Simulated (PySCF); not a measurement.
Vertical excitations of a molecule C4H4ClF from TDDFT-PBE0/def2-SVPD run with PySCF 2.14.0, as energy in eV (oscillator strength): 5.48 (0.458), 6.05 (0.001), 6.10 (0.001), 6.25 (0.084), 6.58 (0.002), 7.21 (0.022), 7.39 (0.077), 7.58 (0.001), 7.72 (0.002), 7.73 (0.003). Lowest triplet (TDA): 2.98 eV. Coordinates come from a B3LYP-D3(BJ)/def2-SVP optimisation. The values are those of a single conformer.

Task: Which structure fits?
(A) F[C@H]1C=C(Cl)C1
(B) C=C=C[C@H](F)Cl
(C) C#CC[C@H](F)Cl
(D) C=C(Cl)/C=C\F

Result: D, C=C(Cl)/C=C\F
